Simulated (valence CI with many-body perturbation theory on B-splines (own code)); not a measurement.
# Level structure of Sn XLVI

Computed by valence CI with perturbative core correlation (CI+MBPT): three valence electrons over a frozen Dirac-Fock core [He], radial functions for each j: 11 s, 11 p, 10 d, 8 f, 5 g, 2 h, with the one-electron correlation potential Σ1 (screened to all orders), the two-electron term Σ2, the three-electron term Σ3, Breit, model QED; selected single and double excitations, second order for the rest, scaled by the run's own slope (own B-spline code, finite nucleus).

No measured spectrum was set against this ion. As an estimate, large intervals hold to a few tenths of a per cent, small ones and those within an open d or f shell to about a per cent.

Levels 1 to 45 of 185, with energies above the lowest level, (2s^2 2p1/2) J=1/2. "Leading %" is the weight of the configuration and term that name the level; weights of strongly mixed levels are sums over their largest components and can fall short, so below about 35 % the name and the second component can differ from the true leading terms, or belong to a minority configuration. In the jj column 3d3/2^4 stands for four electrons in 3d with j = 3/2. Lifetimes count E1, E2, E3, M1 and M2 decay at the calculated energies, and are blank where another channel may lead or the interval is too uncertain; long ones can be off by a factor of two.

```csv
No.,Configuration,Term,J,E (eV),Leading %,Lifetime,g,Leading jj
1,2s2 2p,2P°,1/2,0.0,100,,0.645,2s^2 2p1/2 (100 %)
2,2s 2p2,4P,1/2,145.3,62,141 ps,2.226,2s 2p1/2^2 (97 %)
3,2s2 2p,2P°,3/2,255.7,98,5.34 ns,1.318,2s^2 2p3/2 (98 %)
4,2s 2p2,4P,3/2,357.5,93,558 ps,1.665,2s 2p1/2 2p3/2 (99 %)
5,2s 2p2,2D,5/2,386.6,54,298 ps,1.367,2s 2p1/2 2p3/2 (98 %)
6,2s 2p2,2D,3/2,432.6,68,2.59 ps,0.956,2s 2p1/2 2p3/2 (99 %)
7,2s 2p2,2P,1/2,434.2,72,1.93 ps,1.195,2s 2p1/2 2p3/2 (96 %)
8,2p3,2P°,3/2,590.1,44,2.91 ps,1.376,2p1/2^2 2p3/2 (98 %)
9,2s 2p2,4P,5/2,631.5,54,11.9 ps,1.400,2s 2p3/2^2 (98 %)
10,2s 2p2,2S,1/2,698.8,70,2.34 ps,1.863,2s 2p3/2^2 (98 %)
11,2s 2p2,2P,3/2,699.9,67,1.39 ps,1.198,2s 2p3/2^2 (98 %)
12,2p3,4S°,3/2,817.5,54,1.58 ps,1.432,2p1/2 2p3/2^2 (99 %)
13,2p3,2D°,5/2,836.0,100,1.87 ps,1.183,2p1/2 2p3/2^2 (100 %)
14,2p3,2P°,1/2,871.1,100,1.33 ps,0.645,2p1/2 2p3/2^2 (100 %)
15,2p3,2P°,3/2,1103.8,55,1.07 ps,1.281,2p3/2^3 (99 %)
16,2s2 3s,2S,1/2,4363.3,97,20.9 fs,1.994,2s^2 3s (97 %)
17,2s2 3p,2P°,1/2,4414.3,95,478 fs,0.670,2s^2 3p1/2 (95 %)
18,2s 2p 3s,4P°,1/2,4463.0,87,23.0 fs,2.402,2s 2p1/2 3s (98 %)
19,2s 2p 3s,4P°,3/2,4474.4,45,29.2 fs,1.500,2s 2p1/2 3s (71 %)
20,2s2 3p,2P°,3/2,4496.3,69,53.2 fs,1.410,2s^2 3p3/2 (69 %)
21,2s 2p 3s,2P°,1/2,4497.9,94,30.4 fs,0.743,2s 2p1/2 3s (97 %)
22,2s 2p 3p,4D,1/2,4506.2,72,29.4 fs,0.258,2s 2p1/2 3p1/2 (100 %)
23,2s 2p 3p,4D,3/2,4521.4,34,4.08 fs,1.048,2s 2p1/2 3p1/2 (75 %)
24,2s2 3d,2D,3/2,4532.9,74,6.19 fs,0.887,2s^2 3d3/2 (74 %)
25,2s 2p 3p,4P,1/2,4548.6,52,23.2 fs,2.026,2s 2p1/2 3p1/2 (98 %)
26,2s2 3d,2D,5/2,4551.5,97,3.18 fs,1.195,2s^2 3d5/2 (97 %)
27,2s 2p 3p,4P,3/2,4589.6,30,25.1 fs,1.410,2s 2p1/2 3p3/2 (100 %)
28,2s 2p 3p,2P,1/2,4603.4,38,8.35 fs,1.329,2s 2p1/2 3p3/2 (84 %)
29,2s 2p 3p,4D,5/2,4608.8,51,185 fs,1.346,2s 2p1/2 3p3/2 (96 %)
30,2s 2p 3p,2D,3/2,4611.9,47,10.9 fs,1.244,2s 2p1/2 3p3/2 (98 %)
31,2s 2p 3d,4F°,3/2,4619.5,74,13.4 fs,0.550,2s 2p1/2 3d3/2 (99 %)
32,2s 2p 3d,4F°,5/2,4637.1,60,12.5 fs,1.045,2s 2p1/2 3d3/2 (84 %)
33,2s 2p 3d,4D°,1/2,4649.0,56,1.92 fs,0.407,2s 2p1/2 3d3/2 (90 %)
34,2s 2p 3d,4P°,5/2,4650.5,40,3.32 fs,1.343,2s 2p1/2 3d5/2 (90 %)
35,2s 2p 3d,4D°,3/2,4651.0,35,2.53 fs,1.248,2s 2p1/2 3d3/2 (89 %)
36,2p2 3s,4P,1/2,4658.0,45,22.0 fs,1.960,2p1/2^2 3s (84 %)
37,2s 2p 3d,4F°,7/2,4666.6,44,3.57 fs,1.248,2s 2p1/2 3d5/2 (98 %)
38,2s 2p 3d,2D°,3/2,4676.9,45,3.51 fs,1.047,2s 2p1/2 3d5/2 (87 %)
39,2s 2p 3d,2F°,5/2,4677.1,58,3.51 fs,1.043,2s 2p1/2 3d5/2 (93 %)
40,2p2 3p,4D°,1/2,4693.6,38,32.9 fs,0.642,2p1/2^2 3p1/2 (89 %)
41,2s 2p 3s,4P°,5/2,4718.8,99,35.7 fs,1.583,2s 2p3/2 3s (99 %)
42,2s 2p 3s,2P°,3/2,4735.2,79,18.4 fs,1.395,2s 2p3/2 3s (99 %)
43,2p2 3p,2P°,3/2,4773.9,30,11.7 fs,1.332,2p1/2^2 3p3/2 (91 %)
44,2s 2p 3p,4P,3/2,4774.6,48,32.3 fs,1.633,2s 2p3/2 3p1/2 (99 %)
45,2s 2p 3p,2D,5/2,4777.2,42,13.7 fs,1.338,2s 2p3/2 3p1/2 (99 %)
```

The ionisation energy to 2s2 1S_0 of the next ion comes out as 7785.7 eV (NIST: 7790 ± 4 eV (theoretical)). All 185 levels together are meant to be complete up to 6329.9 eV.
